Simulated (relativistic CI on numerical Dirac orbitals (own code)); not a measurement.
## d2 in a ligand field

Computed with a parametric ligand-field model of a d^n configuration (Racah B and C, spin-orbit zeta, crystal field), exact diagonalisation.

Field parameters in Wybourne normalisation: Oh B⁴₀ = 21Dq, B⁴₄ = √(5/14) B⁴₀; Td as Oh with Dq negative (B⁴₀ = 21Dq, B⁴₄ = √(5/14) B⁴₀). The field is a parameter set, without covalency.

Q: Ground term and bands for B = 380, C = 1750, ζ = 0 cm⁻¹, Td, 10Dq = -8900 cm⁻¹?

A: Ground term 3A2 with 2.00 electrons in the two orbitals of the cubic e set. Spin-allowed: 3T2 8900 cm⁻¹ (1124 nm), 3T1 12635 cm⁻¹ (791 nm), 3T1 19765 cm⁻¹ (506 nm). Lowest spin-forbidden: 1E 6445 cm⁻¹ (1552 nm), 1A1 11364 cm⁻¹ (880 nm), 1T2 15257 cm⁻¹ (655 nm). With an A2 ground term the first spin-allowed band lies at |10Dq| itself.

Q: A d2 ion in Oh symmetry has the ground term 3T1 and bands at 1T2 4344 cm⁻¹ (2302 nm), 1E 4363 cm⁻¹ (2292 nm), 1A1 10442 cm⁻¹ (958 nm), 3T2 28152 cm⁻¹ (355 nm), 3T1 31854 cm⁻¹ (314 nm), 3A2 57102 cm⁻¹ (175 nm). Which parameters reproduce them?

A: B = 300, C = 1240, ζ = 0 cm⁻¹, Oh, 10Dq = 28950 cm⁻¹.

Q: Ground term and bands for B = 430, C = 2000, ζ = 0 cm⁻¹, Oh, 10Dq = 30950 cm⁻¹?

A: Ground term 3T1 with 0.01 electrons in the two orbitals of the cubic e set. Spin-allowed: 3T2 29850 cm⁻¹ (335 nm), 3T1 35200 cm⁻¹ (284 nm), 3A2 60800 cm⁻¹ (164 nm). Lowest spin-forbidden: 1T2 6698 cm⁻¹ (1493 nm), 1E 6734 cm⁻¹ (1485 nm), 1A1 15820 cm⁻¹ (632 nm).

Q: Ground term and bands for B = 650, C = 2820, ζ = 0 cm⁻¹, Oh, 10Dq = 30800 cm⁻¹?

A: Ground term 3T1 with 0.01 electrons in the two orbitals of the cubic e set. Spin-allowed: 3T2 29260 cm⁻¹ (342 nm), 3T1 37471 cm⁻¹ (267 nm), 3A2 60060 cm⁻¹ (166 nm). Lowest spin-forbidden: 1T2 9783 cm⁻¹ (1022 nm), 1E 9867 cm⁻¹ (1013 nm), 1A1 22540 cm⁻¹ (444 nm).

Q: Ground term and bands for B = 490, C = 1890, ζ = 0 cm⁻¹, Oh, 10Dq = 28900 cm⁻¹?

A: Ground term 3T1 with 0.01 electrons in the two orbitals of the cubic e set. Spin-allowed: 3T2 27687 cm⁻¹ (361 nm), 3T1 33825 cm⁻¹ (296 nm), 3A2 56587 cm⁻¹ (177 nm). Lowest spin-forbidden: 1T2 6876 cm⁻¹ (1454 nm), 1E 6927 cm⁻¹ (1444 nm), 1A1 16172 cm⁻¹ (618 nm).
